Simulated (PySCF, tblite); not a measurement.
Compound: C5H13O2P.
SMILES with atom numbers: `[CH3:1][CH:2]([CH3:3])[CH2:4][P@:5]([CH3:6])(=[O:7])[OH:8]` (hydrogens: H9, H10, H11 on C1; H12 on C2; H13, H14, H15 on C3; H16, H17 on C4; H18, H19, H20 on C6; H21 on O8)

Computed geometry: GFN2-xTB, gas phase.

(1) Give the optimised bond lengths and angles.

Answers

(1) 
```
                  bond  length (Å)
                 C1–C2       1.528
                 C2–C3       1.525
                 C2–C4       1.526
                 C4–P5       1.837
                 P5–C6       1.832
                 P5=O7       1.470
                 P5–O8       1.620
 C1–H9, C1–H10, C1–H11       1.088
                C2–H12       1.096
C3–H13, C3–H14, C3–H15       1.087
                C4–H16       1.093
                C4–H17       1.091
C6–H18, C6–H19, C6–H20       1.086
                O8–H21       0.959
```

Bonds in one row agree within 0.01 Å and their mean is given. A selection of angles:
```
     angle  degrees
  C2–C1–H9    110.9
 C2–C1–H10    110.4
 H9–C1–H10    108.3
 H9–C1–H11    108.5
  C1–C2–C3    110.7
  C1–C2–C4    110.0
 C1–C2–H12    108.3
  C3–C2–C4    110.4
 C3–C2–H12    108.7
 C4–C2–H12    108.7
 C2–C3–H13    110.4
 C2–C3–H14    110.7
H13–C3–H14    108.9
H13–C3–H15    108.2
  C2–C4–P5    113.7
 C2–C4–H16    110.3
 C2–C4–H17    110.9
 P5–C4–H16    106.5
 P5–C4–H17    107.0
H16–C4–H17    108.2
  C4–P5–C6    107.5
  C4–P5–O7    117.7
  C4–P5–O8    101.5
  C6–P5–O7    115.0
  C6–P5–O8    103.0
  O7–P5–O8    110.4
 P5–C6–H18    109.6
 P5–C6–H19    107.3
 P5–C6–H20    110.8
H18–C6–H19    108.8
 P5–O8–H21    107.0
```

Torsions: C1–C2–C4–P5 -172° (antiperiplanar); C2–C4–P5–C6 59° (synclinal); H21–O8–P5–C4 127° (anticlinal).

P5 (phosphoryl phosphorus) is distorted tetrahedral (angles from 101.5° to 117.7°). Of the pairs four or more bonds apart, O7···H13 is among the closest relative to their van der Waals radii: 2.46 Å, 91 % of the sum of Bondi's values. The 2 O–P bonds span 1.470 Å (P5=O7, drawn double) to 1.620 Å (P5–O8, drawn single), a spread of 0.150 Å. All 3 C–C bonds measure 1.525 to 1.528 Å.

Point group: C1 (no symmetry element, even within 0.4 Å). Its lowest GFN2-xTB frequency is 13i cm⁻¹, too small to tell a flat minimum from a shallow saddle. The numbers are those of one conformer (C1–C2–C4–P5 -172°, C2–C4–P5–C6 59°, C4–P5–O8–H 127°). 3 starts were optimised and ended at 0.00, 1.50 and 2.28 kcal/mol (GFN2-xTB); the lowest of these is shown.
